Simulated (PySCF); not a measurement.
BiCl2, SMILES [Cl][Bi+][Cl] (connectivity only; charge and spin as stated), charge +1, multiplicity 1.

Geometry: B3LYP-D3(BJ)/def2-TZVP. The multiplicity is an assumed one; other spin states were not compared. The isomer is the one that the SMILES or the coordinates give; other isomers of the formula were not compared. The def2 effective core potentials stand for the cores of Bi; spin–orbit coupling is left out.

Level of theory: PBE0/def2-TZVPD in PySCF.

Symmetry labels are those of the subgroup C2v that the program uses (full group C2v).

Task: List the valence orbital energies around the gap with their symmetry. (An estimate is asked for; the answer gives what the named calculation found.)

Result: 
| orbital | symmetry | energy (eV) |
|---|---|---|
| HOMO−7 | B2 | -28.17 |
| HOMO−6 | A1 | -23.16 |
| HOMO−5 | B2 | -16.75 |
| HOMO−4 | A1 | -16.00 |
| HOMO−3 | B1 | -15.54 |
| HOMO−2 | A2 | -14.83 |
| HOMO−1 | A1 | -14.69 |
| HOMO | B2 | -14.60 |
| LUMO | B1 | -10.11 |
| LUMO+1 | A1 | -7.41 |
| LUMO+2 | B2 | -7.23 |
| LUMO+3 | A1 | -4.10 |
